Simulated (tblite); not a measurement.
Species: C7H12N2.
Numbering: `[H]/[N:1]=[CH:2]\[C@:3]1([CH2:4][NH2:5])[CH2:6][C:7]12[CH2:8][CH2:9]2` (hydrogens: H10 on N1; H11 on C2; H12, H13 on C4; H14, H15 on N5; H16, H17 on C6; H18, H19 on C8; H20, H21 on C9)

The geometry is computed with GFN2-xTB (gas phase).

Q: What internal coordinates does the optimisation give?

A: 
| bond | length (pm) | order |
| --- | --- | --- |
| N1=C2 | 125.4 | double |
| C2–C3 | 148.3 | single |
| C3–C4 | 151.9 | single |
| C4–N5 | 145.7 | single |
| C3–C6 | 152.8 | single |
| C6–C7 | 147.3 | single |
| C7–C8 | 147.9 | single |
| C8–C9 | 151.4 | single |
| C3–C7 | 149.6 | single |
| C7–C9 | 147.8 | single |
| N1–H10 | 102.0 | single |
| C2–H11 | 108.9 | single |
| C4–H12 | 110.4 | single |
| C4–H13 | 109.7 | single |
| N5–H14, N5–H15 | 101.4 | single |
| C6–H16 | 108.1 | single |
| C6–H17 | 108.1 | single |
| C8–H18 | 108.1 | single |
| C8–H19 | 108.1 | single |
| C9–H20 | 108.0 | single |
| C9–H21 | 108.0 | single |

Bonds in one row agree within 1 pm and their mean is given. Orders are formal, as drawn. A selection of angles:
| angle | degrees |
| --- | --- |
| C2–N1–H10 | 114.1 |
| N1–C2–C3 | 128.9 |
| N1–C2–H11 | 116.7 |
| C3–C2–H11 | 114.4 |
| C2–C3–C4 | 116.7 |
| C2–C3–C6 | 116.9 |
| C2–C3–C7 | 116.3 |
| C4–C3–C6 | 117.4 |
| C4–C3–C7 | 118.5 |
| C6–C3–C7 | 58.3 |
| C3–C4–N5 | 110.7 |
| C3–C4–H12 | 108.4 |
| C3–C4–H13 | 109.3 |
| N5–C4–H12 | 113.1 |
| N5–C4–H13 | 107.4 |
| H12–C4–H13 | 107.8 |
| C4–N5–H14 | 110.4 |
| H14–N5–H15 | 108.1 |
| C3–C6–C7 | 59.8 |
| C3–C6–H16 | 117.8 |
| C3–C6–H17 | 117.4 |
| C7–C6–H16 | 118.8 |
| C7–C6–H17 | 118.9 |
| H16–C6–H17 | 113.8 |
| C6–C7–C8 | 137.7 |
| C6–C7–C9 | 137.6 |
| C8–C7–C9 | 61.6 |
| C3–C7–C6 | 61.9 |
| C3–C7–C8 | 137.3 |
| C3–C7–C9 | 137.2 |
| C7–C8–C9 | 59.2 |
| C7–C8–H18 | 119.3 |
| C7–C8–H19 | 118.4 |
| C9–C8–H18 | 118.1 |
| C9–C8–H19 | 118.2 |
| H18–C8–H19 | 113.4 |
| C8–C9–H20 | 118.2 |
| C8–C9–H21 | 118.2 |
| C7–C9–C8 | 59.2 |
| C7–C9–H20 | 118.5 |
| C7–C9–H21 | 118.6 |
| H20–C9–H21 | 113.8 |
| H15–N5–C4 | 110.2 |

Dihedral angles: N1–C2–C3–C4 -12° (synperiplanar); C2–C3–C4–N5 58° (synclinal); C2–C3–C6–C7 -106° (anticlinal); C3–C6–C7–C8 -131° (anticlinal); C6–C7–C8–C9 -131° (anticlinal); C2–C3–C7–C6 107° (anticlinal); C6–C7–C9–C8 131° (anticlinal); H10–N1–C2–C3 -1° (synperiplanar).

N5 (primary amine nitrogen) is pyramidal (angles 110.4°, 110.2° and 108.1°, sum 328.8°, 0.37 Å off the plane of its three neighbours). The 8 C–C bonds span 1.473 Å (C6–C7, drawn single) to 1.528 Å (C3–C6, drawn single), a spread of 0.055 Å. Of the pairs four or more bonds apart, those above aside, C4···H10 is among the closest relative to their van der Waals radii: 2.57 Å, 89 % of the sum of Bondi's values. The 2 C–N bonds span 1.254 Å (N1=C2, drawn double) to 1.457 Å (C4–N5, drawn single), a spread of 0.203 Å. The 3-membered ring C3–C6–C7 has internal angles of 58.3° to 61.9°. The 3-membered ring C7–C8–C9 has internal angles of 59.2° to 61.6°. H10 on N1 lies 2.22 Å from N5, 5 bonds away (angle at H 128°; Bondi radii sum to 2.75 Å).

Point group: C1 (no symmetry element, even within 0.4 Å). Its GFN2-xTB frequencies are all real (lowest 81 cm⁻¹). One conformer, not necessarily the lowest (N1–C2–C3–C4 -12°, C2–C3–C4–N5 58°, C3–C4–N5–H 178° and 59°). 3 starts were optimised and ended at 0.00, 0.01 and 0.57 kcal/mol (GFN2-xTB); the lowest of these is shown.

Hardware: one thread, Arm Neoverse V1 (aarch64), shared host. Cost: 1.1 s. This is the geometry optimisation.
